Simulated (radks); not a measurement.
Q: Radial electron density D(r) = 4 pi r^2 rho(r) of an atom or ion with 54 electrons. Method: scalar-relativistic Kohn-Sham, BLYP, spin-polarised, spherical densities, finite nucleus; Fermi nuclear charge, rms radius of each element as measured or else 0.836 A^(1/3) + 0.57 fm; computed with a radial shooting solver on a logarithmic mesh with Libxc functionals.

```
   r/bohr * D(r) (the largest magnitude, 99.9, reaches the edge; | marks zero)
 0.001988 |    *
 0.002609 |      *
 0.003453 |          *
 0.004532 |               *
 0.005996 |                     *
 0.007871 |                            *
  0.01041 |                                   *
  0.01367 |                                        *
  0.01809 |                                         *
  0.02374 |                                       *
  0.03141 |                                    *
  0.04156 |                                      *
  0.05455 |                                               *
  0.07218 |                                                      *
  0.09474 |                                                  *
   0.1254 |                                         *
   0.1645 |                                          *
   0.2177 |                                               *
   0.2858 |                                   *
   0.3781 |                  *
   0.4963 |                 *
   0.6566 |                  *
   0.8619 |          *
     1.14 |     *
    1.509 |   *
    1.981 | *
    2.621 |*
     3.44 *
    4.551 *
```

What is the nuclear charge?

A: Z = 58. The innermost maximum, from 1s, lies near gamma/Z bohr with gamma = sqrt(1 - (Z/c)^2) = 0.906, here 0.0156 bohr (found: 0.0171), and its height grows with Z. The density is that of the cerium ion Ce4+ in [Xe]; the configuration itself is not fixed sharply by these data, and Z only to a few units. D(r) has 4 maxima, at r = 0.0171, 0.0757, 0.214, 0.587 bohr, and minima at 0.0330, 0.141, 0.433 bohr, inside which lie 1.96, 11.20, 28.93 electrons.
